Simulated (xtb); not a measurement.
Cl$_{5}$Mo, doublet, at a GFN2-xTB geometry (such geometries of metal compounds can be far from the true shape), atoms displaced at random by about 0.1 Å a coordinate. Base run: GFN2-xTB in xtb 6.7.1.

Input for xtb:
```
$ xtb mol.xyz --gfn 2 --uhf 1 --opt --json

# file mol.xyz
6

Mo    -0.09125797    -0.13540436    -0.02227073
Cl     1.92586904    -0.24141599    -1.13650828
Cl     0.92041380    -1.10053329     1.76009776
Cl    -0.89831802     1.00448455    -1.96614342
Cl    -1.89823600    -1.47333125     0.26176049
Cl    -0.13017724     1.82656445     1.19573777
```

The base run was repeated with changes; each row names its change, and settings that it needs were set with it.

| change | ΔE vs base (kcal/mol) | optimiser steps |
|---|---|---|
| base | 0.000 | 8 |
| opt level = vtight | -0.001 | 13 |
| opt level = loose | 0.000 | 8 |
| opt level = crude | 0.292 | 3 |
| engine = inertial | 0.005 | - |
| alpb = cs2 | -8.98 | 7 |
| alpb = ether | -7.04 | 7 |
| opt level = lax | 0.000 | 8 |
| opt level = tight | -0.001 | 11 |
| engine = lbfgs | 0.000 | - |
